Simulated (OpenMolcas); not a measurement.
**Tc3+: the spin-orbit constant, worked from levels**

```json
{"Program": "OpenMolcas 26.06", "Basis": "ANO-RCC-VTZP [7s6p4d2f1g]", "Scalar Hamiltonian": "DKH2, point nucleus", "Active space": "4 electrons in 5 orbitals (4d)", "State averaging": "2S+1 = 5 even, 5 roots; 2S+1 = 3 even, 45 roots; 2S+1 = 1 even, 50 roots", "Spin-orbit coupling": "state interaction with AMFI integrals over the reference wave functions, term energies averaged over their components"}
```

Methods: CASSCF; MS-CASPT2, IPEA 0.25 Eh, imaginary shift 0.1 Eh (closed shells correlated: 4s 4p).

**The spin-orbit constant.** For the Hund term 5D of d4, E(J) = (A/2) J(J+1) + constant and ζ = 2S·A = 4A. From J = 0 to J = 4 the energy changes by 10 A.

| Source | E(4) - E(0) | A | ζ |
| --- | --- | --- | --- |
| CASSCF | 2556.2 | 255.6 | 1022 |
| MS-CASPT2 | 2591.8 | 259.2 | 1037 |

All in cm-1. Both methods take the spin-orbit matrix elements from the reference wave functions, so the second can move ζ only through the term energies and any multistate remixing. Second-order mixing with other terms is absorbed into this ζ.

CASPT2 breaks the degeneracy within a term, and the mean is taken; among the terms shown or strongly mixed into the levels shown the widest spread is 11 cm-1 (4d4 5D, MS-CASPT2). Without dynamic correlation excited terms often stand tens of per cent too high (terms of higher spin than the ground term too low), and those without a measured partner can miss by more than the paired ones (holds for CASSCF). Only configurations of the active space appear.
